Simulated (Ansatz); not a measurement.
Calculated with Ansatz (gas phase, PBE0-D4/def2-TZVP geometries, no zero-point term in ΔE). CCSD(T)/CBS is the MP2 limit (def2-TZVPP, def2-QZVPP) plus CCSD(T) − MP2 in def2-TZVPP, frozen cores. Double bonds are as drawn, so ΔE can hold a change between cis and trans. DFT in def2-TZVPP. B3LYP here is the variant with VWN-RPA as its local correlation; programs differ in this. Each species was taken in one conformer, which may not be the lowest.

Consider the redistribution: `B[SiH](B)O` + `CC/C=C/[SiH3]` → `B/C=C/CC` + `B[SiH](O)[SiH3]`.

Question: Is it downhill or uphill in electronic energy at CCSD(T)/CBS, and by how much? (Best estimate.)

Answer: The calculation gave: Downhill: ΔE = -51.1 kJ/mol.

Question: What do these levels give: B3LYP-D4, B2PLYP, PBE, r2SCAN, PBE0, B3LYP, MP2/def2-TZVPP, SCS-MP2/def2-TZVPP, SCS-MP2/def2-QZVPP, HF/CBS(def2), MP2/CBS(def2), CCSD/CBS(def2)? (Estimate.)

Answer: Ansatz gave: B3LYP-D4 -57.2, B2PLYP -55.2, PBE -61.3, r2SCAN -58.0, PBE0 -59.6, B3LYP -57.1, MP2/def2-TZVPP -52.5, SCS-MP2/def2-TZVPP -49.7, SCS-MP2/def2-QZVPP -49.8, HF/CBS(def2) -49.3, MP2/CBS(def2) -52.7, CCSD/CBS(def2) -49.5 kJ/mol.

Largest T1 diagnostic among the species: 0.014.
